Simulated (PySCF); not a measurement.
**Working out the ionisation energy of Fe¹²⁺**

Fe¹²⁺ [Ne] 3s2 3p2 (3P) → Fe¹³⁺ [Ne] 3s2 3p1 (2P). All numbers are calculated (PySCF 2.14, no relativity, point nucleus, in an even-tempered Gaussian basis (17 s from 0.69 bohr⁻², ratio 2.5; 11 p from 0.9 bohr⁻², ratio 2.5; 5 d from 5 bohr⁻², ratio 2.7; 4 f from 7.5 bohr⁻², ratio 2.7)). Frozen: 1s2; the 17 highest virtual orbitals dropped. Energies in hartree (1 hartree = 27.21139 eV):

```tsv
part	Fe¹²⁺ (lower)	Fe¹³⁺ (upper)
UHF	-1201.428363	-1188.288389
CCSD correlation	-0.457285	-0.438924
(T)	-0.002760	-0.002648
```

Task: What does Hartree-Fock give?

Result: (-1188.288389) − (-1201.428363) = 13.139974 hartree = 357.557 eV.

Task: What do CCSD and CCSD(T) give?

Result: The CCSD correlation energies differ by 0.018361 hartree = 0.500 eV and the triples by 0.000112 hartree = 0.003 eV, so CCSD gives 358.057 eV and CCSD(T) 358.060 eV.

A first-order spin-orbit estimate adds -0.060 eV to CCSD(T) (outer shells), giving 358.000 eV against 361 ± 0.7 eV (semi-empirical (NIST evaluation); NIST Atomic Spectra Database, ionization energies).

The calculation is non-relativistic.

What remains against the reference includes basis incompleteness, the frozen core and higher excitations.
